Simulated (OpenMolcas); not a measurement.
A run on Rh5+ among 6 point charges of -1.36 e arranged as a trigonal prism (D3h), 1.77 Å from the ion, with a polar angle of 51.6° against the regular 49.1°.

```json
{"Program": "OpenMolcas", "Method": "CASSCF", "Basis": "ANO-RCC-VDZP [6s5p3d1f]", "Scalar Hamiltonian": "DKH2, point nucleus", "Active space": "4 electrons in 5 orbitals (4d)", "State averaging": "2S+1 = 5 even, 5 roots; 2S+1 = 3 even, 45 roots; 2S+1 = 1 even, 50 roots", "Spin-orbit coupling": "RASSI with atomic mean-field integrals over the reference wave functions"}
```

43 basis functions. Blocks (2S+1, parity, CSFs, roots kept): 5, even, 5, 5; 3, even, 45, 45; 1, even, 50, 50.

Question: How long do the RASSCF and RASSI steps take on 1 thread of Arm Neoverse V1, on a shared host?

Answer: About 24 s of wall time, without the integral step.
